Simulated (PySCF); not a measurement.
Shieldings and the share of exact exchange

Molecule: SMILES F[SiH2]S[SiH2]F, F2H4SSi2.

Bonds (- single, = double, # triple, : aromatic): F1-Si2 1.622 Å, Si2-S3 2.136 Å, S3-Si4 2.135 Å, Si4-F5 1.622 Å. Si2 carries H6, H7; Si4 carries H8, H9.

GIAO shieldings (ppm, equivalent atoms averaged) in PySCF on the PBE0-D3(BJ)/def2-SVP geometry, basis pcSseg-2, gas phase, non-relativistic:

| functional | exact exchange (%) | σ(F1/F5) | σ(Si2/Si4) | σ(S3) |
| --- | --- | --- | --- | --- |
| BLYP | 0 | 335.5 | 316.6 | 587.2 |
| BP86 | 0 | 337.1 | 324.3 | 605.4 |
| PBE | 0 | 336.7 | 325.1 | 606.6 |
| PBE0 | 25 | 350.9 | 343.8 | 645.1 |
| mPW1PW91 | 25 | 351.3 | 343.1 | 644.6 |
| BHandHLYP | 50 | 360.6 | 354.1 | 658.3 |
| HF | 100 | 378.3 | 397.7 | 722.9 |

Question: Fit each shielding as a line in the percentage of exact exchange.

Answer: σ(F1/F5) = 338.0 + 0.42 x (rms 2.0 ppm); σ(Si2/Si4) = 322.4 + 0.74 x (rms 3.5 ppm); σ(S3) = 604.0 + 1.21 x (rms 8.9 ppm). The functionals also differ in their semilocal parts, which the line can't hold; Hartree–Fock has no correlation at all.

Question: What does the line predict for B3LYP (20 %), and what does the run give?

Answer: σ(F1/F5): 346.4 predicted, 347.0 computed; σ(Si2/Si4): 337.2 predicted, 331.2 computed; σ(S3): 628.2 predicted, 618.6 computed ppm.
